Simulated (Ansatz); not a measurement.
One change: `C[SiH2][Se]C#N` becomes `C[SiH2][Se][Se]C`.

Ansatz, PBE0-D4/def2-TZVP geometries, multiplicity 1. Each molecule was computed in one conformer, which needn't be the lowest.

Scalar relativity is left out up to krypton.

| property | `C[SiH2][Se]C#N` |
| --- | --- |
| HOMO energy (ωB97M-V/def2-TZVPP) / eV | -9.66 |
| HOMO–LUMO gap (ωB97M-V/def2-TZVPP) / eV | 10.85 |
| HOMO energy (PBE/def2-TZVPP) / eV | -6.42 |
| HOMO energy (PBE0/def2-TZVPP) / eV | -7.55 |
| LUMO energy (PBE/def2-TZVPP) / eV | -1.57 |
| HOMO–LUMO gap (B3LYP/def2-TZVPP) / eV | 6.43 |

(1) Give the same properties after the change, and the shifts. (An estimate is asked.)

Answers

(1) Computed: 
```
                               property  `C[SiH2][Se][Se]C`  shift
  HOMO energy (ωB97M-V/def2-TZVPP) / eV               -8.58   1.08
HOMO–LUMO gap (ωB97M-V/def2-TZVPP) / eV                9.12  -1.73
      HOMO energy (PBE/def2-TZVPP) / eV               -5.34   1.08
     HOMO energy (PBE0/def2-TZVPP) / eV               -6.46   1.09
      LUMO energy (PBE/def2-TZVPP) / eV               -2.23  -0.66
  HOMO–LUMO gap (B3LYP/def2-TZVPP) / eV                4.64  -1.79
```

With PBE0 the HOMO rises by 1.09 eV and the LUMO falls by 0.70 eV, so the gap narrows by about 1.79 eV. PBE moves the HOMO by 1.08 eV and ωB97M-V by 1.08 eV.

B3LYP here is the variant with VWN-RPA as its local correlation; programs differ in this.

Spin–orbit coupling is left out; it splits and shifts lone-pair levels of the heavy atoms by tenths of an eV.
